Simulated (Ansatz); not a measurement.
Program: Ansatz. Geometries: PBE0-D4/def2-TZVP. ΔE: electronic, gas phase. CCSD(T)/CBS adds triple-zeta CCSD(T) − MP2 to the extrapolated MP2 energy (def2 sets, frozen cores). This one scheme is used for every species, atoms too. Functionals use def2-TZVPP. No spin–orbit coupling; open shells (•) take unrestricted orbitals. Spin–orbit coupling would lower the free atoms: a little for Al, C; clearly for Ge. Bonds to Ge are less sure, by a few kJ/mol each and by 10 to 20 or more in all where they break to atoms, as the def2 sets lack core-valence functions. Scalar relativity is left out up to krypton.

`C[CH]([AlH2])[GeH3]` → Al• + 2 C• + Ge• + 9 H•  (atomization)

```csv
level,ΔE (kJ/mol)
ωB97X-V,4161.6
B2PLYP,4088.0
MP2/def2-QZVPP,4113.5
CCSD/CBS(def2),4113.7
```

**Question.** What does CCSD(T)/CBS give? (Estimate.)

**Answer.** Computed: +4156.0 kJ/mol. The listed levels differ from it by 5.6, -68.0, -42.5, -42.3 kJ/mol.

Largest T1 diagnostic among the species: 0.018.

The D4 term adds +43.3 kJ/mol with B3LYP and +22.9 kJ/mol with PBE0; it sums over pairs of atoms, weighted by their polarisabilities, and B3LYP, whose exchange is more repulsive, gets the larger term. In def2-TZVPP, CCSD(T) changes the Hartree–Fock value by +945.6 kJ/mol (the triples alone add +42.4 kJ/mol) and MP2 by +936.9 kJ/mol; breaking electron pairs costs correlation energy, which Hartree–Fock lacks.

B3LYP here is the variant with VWN-RPA as its local correlation; programs differ in this.

For atomizations the MP2-based limit and the directly extrapolated one differ by several kJ/mol either way, and by 10 to 25 for some Ge, Se and Sn compounds, so smaller differences from it don't rank the levels.
